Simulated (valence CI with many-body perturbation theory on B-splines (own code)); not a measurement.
Co12+ in brief

Computed by relativistic CI+MBPT: five valence electrons over a frozen Dirac-Fock core [Ne], a basis of 11 s, 11 p, 10 d, 8 f, 5 g, 2 h functions for each j, with the one-electron correlation potential Σ1, the two-electron term Σ2, the three-electron term Σ3, Breit, model QED; selected CI, second order for the rest, scaled by the run's own slope (own B-spline code, finite nucleus).

No measured levels were compared; by estimate levels of excited configurations hold to 0.05 to 0.15 % of their energy, terms of the ground configuration to about 0.5 %. Among the levels kept, up to 3200 cm⁻¹ of a level comes from second order outside the variational space, and about a tenth of that is noise between levels of different J, which matters for small intervals.

Rates and lifetimes use the calculated energies. Strong lines usually hold to 10 to 20 %, long lifetimes can be off by a factor of two.

(1) What is the ground level?

(2) What is the ionisation energy?

(3) Among levels below 1145400 cm⁻¹, which E1 lines absorb most strongly from the ground level?

(4) Where does the other parity begin?

(5) How well does LS coupling describe the low levels?

Answers

(1) 3s²3p³ ⁴S°_3/2, composition 93 % 3s²3p³ ⁴S° + 3 % 3s²3p³ ²P° + 2 % 3s3p³3d ⁴S°, g = 1.974.

(2) 374.59 eV; NIST lists 378.5 ± 0.7 eV (semi-empirical).

(3) to 3s²3p²3d ⁴P_5/2 at 18.24 nm, f = 0.666; to 3s²3p²3d ⁴P_3/2 at 18.08 nm, f = 0.444; to 3s²3p²3d ⁴P_1/2 at 17.95 nm, f = 0.198.

(4) At 3s3p⁴ ⁴P_5/2, 295130 cm⁻¹.

(5) Among the lowest 20 levels the leading LS term, summed over configurations, holds 89 % on average. For single configurations the figures are 79 % in LS and 59 % in jj coupling. Terms mix most in the J = 7/2 level at 479180 cm⁻¹, where the leading one holds 53 %.
